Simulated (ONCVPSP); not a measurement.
What the settings do to the ONCV potential of C

Base potential:

* Element: carbon (C)
* Generator: ONCVPSP 4.0.1
* Type: optimised norm-conserving Vanderbilt (ONCV)
* Functional: PBE
* Relativity: non-relativistic
* Frozen core: [He]
* Valence charge: 4
* Reference configuration: 2s2 2p2
* Partial waves: 2s: rc 1.30 bohr, ncon 4, nbas 7, qcut 5.6 1/bohr, 2 projectors, debl 1.7 Ha; 2p: rc 1.95 bohr, ncon 4, nbas 8, qcut 6.3 1/bohr, 2 projectors, debl 1.4 Ha
* Local potential: polynomial inside 1.05 bohr (lpopt 3, dvloc0 0 Ha)
* Core correction: Teter function, fcfact 4.75, rcfact 1.3

All-electron outer shells of the reference configuration (PBE, non-relativistic, ld1.x):

```tsv
shell	level (eV)	outermost node (bohr)	outermost maximum (bohr)
1s	-273.26	–	0.17
2s	-13.74	0.38	1.22
2p	-5.29	–	1.20
```

Cutoffs, loose and tight: the cutoffs (Ha) at which the residual kinetic energy of the hardest occupied pseudo-wave falls to 1 and 0.1 mHa per electron. They do not see the model core or the augmentation charge, which bear on the density cutoff. Test errors are all-electron minus pseudo excitation energies from the reference, over the configurations 2s2 2p1; 2s2 2p0; 2s1 2p0; 2s2 2p1.5. A dash means not determined; rows that change the core or the reference have their own tests.

```tsv
change	outcome	cutoff, loose	cutoff, tight	bound ghosts	GHOST(+) flags above zero	largest test error (meV)
base	generated	16 Ha	60 Ha	none	none	+669
s: qcut 3.7; p: qcut 4.2	generated	56 Ha	71 Ha	none	none	+1135
s: qcut 4.2; p: qcut 4.7	generated	51 Ha	70 Ha	none	none	+980
s: qcut 4.6; p: qcut 5.2	generated	36 Ha	68 Ha	none	none	+857
s: qcut 5.1; p: qcut 5.7	generated	25 Ha	64 Ha	none	none	+759
s: qcut 6.2; p: qcut 7	generated	16 Ha	36 Ha	none	none	+593
s: qcut 6.7; p: qcut 7.5	generated	17 Ha	23 Ha	none	none	+550
s: qcut 7.6; p: qcut 8.6	generated	19 Ha	25 Ha	none	none	+471
s: qcut 8.1; p: qcut 9.1	generated	20 Ha	26 Ha	none	none	+444
```

**Question.** What comes out with this change to the base: s: qcut 7; p: qcut 7.9?

**Answer.** outcome: generated; cutoff, loose: 18 Ha; cutoff, tight: 23 Ha; bound ghosts: none; GHOST(+) flags above zero: none; largest test error (meV): +517.
